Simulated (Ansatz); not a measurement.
A ladder of methods for CH5AlO2 (SMILES C[Al](O)O)

CH5AlO2: 9 atoms, total charge 0, spin state singlet. As SMILES, `C[Al](O)O`. The shape was relaxed beforehand at r2SCAN/def2-SVP. This is one conformer, not always the lowest.

```tsv
atom	x (Å)	y (Å)	z (Å)
C	-0.0269	1.1054	-1.0302
Al	-0.0028	-0.3076	0.2898
O	0.9629	-1.6802	-0.0132
O	-0.9404	-0.1263	1.7030
H	-0.2236	0.7101	-2.0406
H	-0.7877	1.8694	-0.8068
H	0.9512	1.6137	-1.0801
H	1.0952	-2.4583	0.5318
H	-1.0280	-0.7264	2.4463
```

Each level gives the dissociation energy of the H5–C1 bond into doublet H and doublet CH4AlO2 (shapes relaxed at r2SCAN/def2-SVP, no zero-point term) (eV). The values are calculated.

| level | kind | program | value (eV) | CPU time (all runs) |
| --- | --- | --- | --- | --- |
| HF/def2-SVP | Hartree–Fock | Ansatz | 3.42 | 1.6 s |
| SVWN5/def2-SVP | LDA | Ansatz | 5.10 | 2.6 s |
| PBE/def2-SVP | GGA | Ansatz | 4.52 | 4.8 s |
| r2SCAN/def2-SVP | meta-GGA | Ansatz | 4.43 | 10 s |
| PBE0-D4/def2-SVP | global hybrid | Ansatz | 4.51 | 5.8 s |
| wB97M-V/def2-SVP | range-separated hybrid | Ansatz | 4.67 | 26 s |
| RPA@PBE/def2-SVP | RPA | Ansatz | 4.44 | 8.8 s |
| MP2/def2-SVP | perturbation theory | Ansatz | 4.42 | 1.9 s |

The values span 3.42 to 5.10 eV. Hartree–Fock misses the correlation of the electron pair that is broken and comes out low. Measured bond enthalpies also hold zero-point and thermal terms, a few tenths of an eV less. CPU times are rough (shared hosts, several kinds of processor): they show what a rung costs within a factor of a few.
